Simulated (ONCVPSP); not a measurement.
## thulium (Tm), ONCV: configuration errors across variants

ONCVPSP 4.0.1 input, shortened (lines: element, Z, core and valence counts, functional; n l f; lmax; l rc ep ncon nbas qcut; lloc lpopt rc5 dvloc0; l nproj debl; icmod fcfact rcfact), revPBE, scalar-relativistic:

```
  Tm 69.00   10    4  -102130      upf
    1    0    2.00
    2    0    2.00
    2    1    6.00
    3    0    2.00
    3    1    6.00
    3    2   10.00
    4    0    2.00
    4    1    6.00
    4    2   10.00
    4    3   12.00
    5    0    2.00
    5    1    6.00
    5    2    1.00
    6    0    2.00
    2
    0    1.65    0.00    4    7    5.60
    1    2.30    0.00    3    8    6.80
    2    2.90    0.00    4    9    4.80
    4    5    1.30    3.00
    0    2    1.30
    1    1    2.00
    2    2    0.90
    3    4.75    1.00
```

All-electron excitation energies from the reference (eV): (1) 5s2 5p6 5d1 6s1 7.073; (2) 5s2 5p6 5d1 6s0 19.857; (3) 5s2 5p6 5d2 6s1 2.633.

Errors AE − PS in meV (a dash: test not solved or not reliable):

| change | (1) | (2) | (3) | bound ghosts | GHOST(+) flags above zero |
| --- | --- | --- | --- | --- | --- |
| base | +1.6 | +27 | +1.5 | none | s |
| core correction Teter function, fcfact 4.75, rcfact 0.96 | +1.6 | +27 | +1.4 | none | s |
| core correction Teter function, fcfact 4.75, rcfact 1.04 | +1.6 | +27 | +1.5 | none | s |
| core correction Teter function, fcfact 4.75, rcfact 1.18 | +1.6 | +27 | +1.4 | none | s |
| core correction Teter function, fcfact 4.75, rcfact 1.34 | +1.2 | +24 | -0.2 | none | s |
| core correction Teter function, fcfact 4.75, rcfact 1.42 | +0.7 | +19 | -1.9 | none | s |
| core correction Teter function, fcfact 4.75, rcfact 1.54 | -1.3 | +1.5 | -5.7 | none | s |
| core correction Teter function, fcfact 4.75, rcfact 1.7 | -8.1 | -59 | -13 | none | s |
| core correction Teter function, fcfact 4.75, rcfact 1.9 | -24 | -208 | -23 | none | s |
| core correction Teter function, fcfact 4.75, rcfact 2.06 | -45 | -373 | -30 | none | s |

Q: Give the same row for: core correction Teter function, fcfact 4.75, rcfact 1.76.

A: -12, -96, -16; bound ghosts: none; GHOST(+) flags above zero: s.
